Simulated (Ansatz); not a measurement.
Basis sets compared for ZrSe₂. The state is a singlet with charge 0. Geometry PBE-D4/def2-TZVP. Ansatz on 4 threads of Intel Xeon Platinum 8259CL on a shared host; times are rough, and most runs start from earlier orbitals.

```xyz
3

Zr    0.0492    0.7421   -0.5378
Se   -1.8351   -0.6533   -0.2862
Se    1.7859   -0.0888    0.8240
```

In the def2 sets Zr takes a core potential, while STO-3G treats all electrons; there is no spin–orbit coupling. The structure comes from a short search, and lower isomers may exist.

STO-3G and 6-31G are all-electron sets without relativity, so their totals don't compare with the def2 sets.

Binding counts from free atoms (Zr triplet, Se triplet) in the same basis, without a counterpoise term.

```
                         level  functions  energy (Eh)  HOMO (eV)  LUMO (eV)  binding per atom (eV)  wall time
                     HF/STO-3G         63   -8250.4285      -4.95       3.18                      –      0.5 s
                  HF/def2-TZVP        136   -4846.2728      -8.18      -1.32                   1.59      1.9 s
               PBE-D4/def2-SVP         95   -4848.9384      -5.08      -4.07                      –      0.9 s
PBE-D4/def2-TZVP (with forces)        136   -4849.5367      -5.17      -4.12                      –      1.5 s
           r2SCAN-D4/def2-TZVP        136   -4850.2336      -5.38      -3.85                      –      2.6 s
              PBE0-D4/def2-SVP         95   -4849.0535      -6.06      -3.34                   3.28      1.6 s
             PBE0-D4/def2-TZVP        136   -4849.6513      -6.12      -3.37                   3.26      1.9 s
```

(1) Estimate the rows for PBE-D4/def2-TZVPD, r2SCAN-D4/def2-TZVPD, PBE0-D4/def2-TZVPD.

Results:

(1) 
| level | functions | energy (Eh) | HOMO (eV) | LUMO (eV) | binding per atom (eV) | wall time |
| --- | --- | --- | --- | --- | --- | --- |
| PBE-D4/def2-TZVPD | 154 | -4849.5374 | -5.20 | -4.14 | – | 1.8 s |
| r2SCAN-D4/def2-TZVPD | 154 | -4850.2342 | -5.39 | -3.86 | – | 3.3 s |
| PBE0-D4/def2-TZVPD | 154 | -4849.6520 | -6.14 | -3.38 | 3.26 | 2.7 s |
